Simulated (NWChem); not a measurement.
**C$_{2}$H$_{2}$F (+1) in NWChem**

```xyz
5

C      0.0000     0.0000    -1.2509
C      0.0000     0.0000     0.0175
F      0.0000     0.0000     1.2238
H      0.9580     0.0000    -1.8067
H     -0.9580     0.0000    -1.8067
```
Charge +1, spin multiplicity 1.

All runs are NWChem calculations. Structure: optimised with PBE0/def2-SVP, a minimum by its harmonic frequencies.

Symmetry labels belong to the abelian group C2v used in the runs, with the axes of the coordinates shown.

The correlated methods keep 3 core orbitals frozen. The spin multiplicity of the parent species was assumed, not shown to be that of its ground state. The structure started from a generated list of species.

### Question
List the 4 singlet excitations that EOM-CCSD/aug-cc-pVDZ, 3 core orbitals frozen gives, with oscillator strengths.

### Answer
| state | symmetry | energy (eV) | wavelength (nm) | f |
|---|---|---|---|---|
| 1 | a2 | 3.59 | 345 | 0.000 |
| 2 | a1 | 8.21 | 151 | 0.006 |
| 3 | b2 | 8.82 | 141 | 0.042 |
| 4 | b1 | 10.64 | 117 | 0.056 |
These are the lowest roots of each symmetry, so higher states are missing between them.
